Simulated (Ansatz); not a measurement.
Geometry optimisation, RKS PBE-D4/def2-SVP (Ansatz).

The input (input.yaml):

```yaml
crystal:
  periodic: [false, false, false]
  atoms:
    - { symbol: B, position_ang: [0.022085, 0.445653, -0.376952] }
    - { symbol: Cl, position_ang: [0.003001, -0.054089, 2.646146] }
    - { symbol: O, position_ang: [1.210888, -0.164471, -0.66314] }
    - { symbol: H, position_ang: [1.135473, -1.089871, -0.94545] }
    - { symbol: O, position_ang: [-1.240828, -0.061806, -0.502453] }
    - { symbol: H, position_ang: [-1.275208, -1.00794, -0.715227] }
    - { symbol: F, position_ang: [0.100758, 1.722909, 0.015163] }
    - { symbol: H, position_ang: [-0.03707, 1.139715, 2.046212] }
basis:
  gaussian: { orbitals: def2-SVP }
hamiltonian:
  xc: pbe
  dispersion: d4
relax:
  f_tol: 0.03
  max_steps: 50
```

Command:

```bash
$ ansatz run input.yaml --threads 2 --pin off --max-ram 3072MiB --backend cpu --events-out ev --progress --plain --runs-dir out
```

Question: Where does it end, and by what steps?

Answer: The forces met the threshold. After 10 steps the energy has fallen by 0.052 eV; Cl2 moved furthest, 0.39 Å.

```csv
step,energy less start (eV),largest force component (eV/Å),accepted
0,0.0000,0.853,yes
1,-0.0186,0.836,yes
2,-0.0331,0.675,yes
3,-0.0344,0.489,yes
4,-0.0421,0.236,yes
5,0.0390,0.867,no
6,-0.0496,0.035,yes
7,-0.0509,0.053,yes
8,-0.0519,0.046,yes
9,-0.0521,0.033,yes
10,-0.0522,0.017,yes
```

```xyz
8
Properties=species:S:1:pos:R:3
B -0.007 0.397 -0.392
Cl 0.038 0.170 2.963
O 1.196 -0.181 -0.673
H 1.143 -1.082 -1.032
O -1.262 -0.097 -0.596
H -1.294 -1.002 -0.949
F 0.052 1.639 0.148
H 0.053 1.086 2.035
```

Run time: 16 s on 2 threads of Arm Neoverse V2 (shared host), peak memory 0.15 GiB.
